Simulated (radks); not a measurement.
Values are calculated unless marked as measured or tabulated.
Species: the beryllium ion Be3.25+. Configuration: 1s(up 0.75, down 0) (fractional occupations, a model configuration).

Level of theory: non-relativistic Kohn-Sham, PBE, spin-polarised, spherical densities, point nucleus (a radial shooting solver on a logarithmic mesh with Libxc functionals).

Energy parts (Ry):
part                     energy
total                 -12.30110
kinetic                12.29326
electron-nucleus      -24.29121
Hartree                 1.42133
exchange-correlation   -1.72447

Orbitals (lengths in bohr, moments of r in powers of bohr; r(max) is where P^2 peaks):
| orbital | occ. | eigenvalue (Ry) | r(max) | <r> | <1/r> | <r^4> |
|---|---|---|---|---|---|---|
| 1s up | 0.75 | -15.12973 | 0.2461 | 0.3715 | 4.049 | 0.08596 |

The highest occupied level is 1s up at -205.85 eV. The density falls to 0.001 e/bohr^3 at r = 1.20 bohr. Spin moment in Bohr magnetons: 0.75. The electron density at the nucleus is 15.89 e/bohr^3.
